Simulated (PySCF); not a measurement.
Bonds (- single, = double, # triple, : aromatic): C1=C2, C2-P3, P3-C4, P3=O5, P3-C6, C6-C7, C7-C8, C8-C6. C1 carries H9, H10; C2 carries H11; C4 carries H12, H13, H14; C6 carries H15; C7 carries H16, H17; C8 carries H18, H19. Stereochemistry as in C=C[P@@](C)(=O)C1CC1. H9 is cis to P3; H16, H18 are cis to P3 on the ring; H10 is trans to P3; H17, H19 are trans to P3 on the ring.

PySCF 2.14.0 with density-fitted response routines calculation with geometry from GFN2-xTB and shielding tensors at PBE0/pcSseg-1 (GIAO); relativity neglected, rapidly exchanging positions averaged, gas phase, a single conformation.

References, each an isolated molecule treated in the same way: TMS for ¹³C (186.93 ppm) and ¹H (31.72 ppm); ³¹P (318.38 ppm) vs H3PO4; ¹⁷O (336.08 ppm) against H2O.

```csv
atoms,nucleus,count,δ (ppm)
H12/H13/H14,¹H,3,1.36
H18,¹H,1,0.84
C8,¹³C,1,2.2
O5,¹⁷O,1,58.9
C4,¹³C,1,?
H11,¹H,1,?
C2,¹³C,1,143.0
H9,¹H,1,6.69
H19,¹H,1,0.55
H17,¹H,1,?
C6,¹³C,1,12.2
H16,¹H,1,0.91
C1,¹³C,1,141.4
H10,¹H,1,?
H15,¹H,1,0.44
P3,³¹P,1,3.4
C7,¹³C,1,?
```

**Question.** Estimate the values marked ?.

**Answer.** 
- C4: 19.5 ppm, methyl carbon bonded to P
- C7: 2.7 ppm, three-membered-ring carbon; carbons of three-membered rings are unusually shielded
- H10: 6.50 ppm, hydrogen on a terminal =CH2 carbon; attached to an sp2 carbon and in the plane of the double bond
- H11: 6.35 ppm, hydrogen on an alkene CH; attached to an sp2 carbon and in the plane of the double bond
- H17: 0.63 ppm, hydrogen on a three-membered-ring carbon; cyclopropane-type protons are shielded by the ring

Shifts are as computed. Against solution values, carbons near 30 ppm lie about +3 ppm off and those near 130 ppm about +5 ppm. Of 1211 compounds with measured shifts, 218 miss one by over three times the rms of a fit or turn the order of signals round; such compounds aren't used in these exercises. Experimental scales use liquid or dissolved standards, which lie at an offset from isolated H2O (liquid H2O: subtract about 36 ppm) and H3PO4.
